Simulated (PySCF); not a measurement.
## Two-component Hartree-Fock for Ru(22+) (ruthenium, charge +22)

Start: [Ar] 3d4; 3d3/2 filled at m_j = -3/2, -1/2, +1/2, +3/2. Calculated with PySCF 2.14 in an uncontracted even-tempered set (17 s from 2.7 bohr⁻², ratio 2.8; 12 p from 3.5 bohr⁻², ratio 2.8; 8 d from 3.5 bohr⁻², ratio 2.8; 4 f from 12 bohr⁻², ratio 3): generalised Hartree-Fock with the X2C-1e Hamiltonian and a Gaussian nucleus; one run each with spin-orbit coupling (SO) switched off, then screened by Boettger's factors.

```
spinor shell  electrons  ε, spin-free (eV)  ε, screened SO (eV)  weight of nominal j (screened SO)  rms radius, screened SO (bohr)
       1s1/2          2           -23078.2             -23076.5                              1.000                          0.0384
       2s1/2          2            -4104.7              -4103.9                              1.000                           0.157
       2p1/2          2            -3759.2              -3854.1                              0.996                           0.136
       2p3/2          4            -3759.2              -3714.1                              0.998                           0.140
       3s1/2          2            -1323.8              -1323.5                              1.000                           0.402
       3p1/2          2            -1203.9              -1233.1                              0.892                           0.393
       3p3/2          4            -1203.9              -1189.8                              0.946                           0.403
       3d3/2          4            -1052.7              -1052.9                              0.717                           0.363
```

```tsv
quantity	spin-free	screened SO
E (hartree)	-4252.52722	-4253.32751
M_J	0	0
⟨J²⟩	4.002	2.310
⟨L²⟩	6.001	5.191
⟨S²⟩	6.000	5.187
```

The determinant has a definite M_J but mixes levels of different J.

Each row is a mean over spinors that exchange with the open shell spreads, by up to 19.647 eV (3s1/2).

Rows whose weight is well below 1 are mixtures of j = l ± 1/2: exchange outweighs spin-orbit coupling there, and the label is only the starting occupation.

Breit and QED terms are absent; they matter most for the inner s and p1/2 levels.

Densities and radii are taken from the X2C orbitals without a picture-change correction, which distorts them close to the nucleus.

Without spin-orbit coupling the j labels of p, d and f shells carry no meaning; the spin-free column gives the mean over the occupied spinors of each nl shell, and its ⟨J²⟩ belongs to a mixture of degenerate components.
